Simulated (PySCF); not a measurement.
**From a computed spectrum to the compound**

A species of 6 atoms with charge 2 has these harmonic modes (PBE0, small Gaussian bases with core potentials, PySCF 2.14.0):

```
cm⁻¹  km/mol  symmetry
  87     0.6        e1
  87     0.6        e1
 201    24.0        a1
 206     0.0        e2
 206     0.0        e2
 297     0.0        e2
 297     0.0        e2
 449     0.2        a1
 468     0.0        e2
 468     0.0        e2
 484     8.6        e1
 484     8.6        e1
```

(1) Which species is it, and in which structure?

Answers

(1) [La(P5)]2+ (singlet):
```xyz
6

La    0.0000    0.0000   -1.3081
P     1.8227    0.0000    1.1733
P     0.5632    1.7335    1.1733
P    -1.4746    1.0714    1.1733
P    -1.4746   -1.0714    1.1733
P     0.5633   -1.7335    1.1733
```
Ideal gas at 298.15 K and 1 bar: S = 380.3 J/(mol K), Cp = 114.2 J/(mol K), H − H(0 K) = 23.7 kJ/mol (rigid rotor, harmonic modes, spin degeneracy alone). 
 The answer isn't unique; the calculation gave this one.
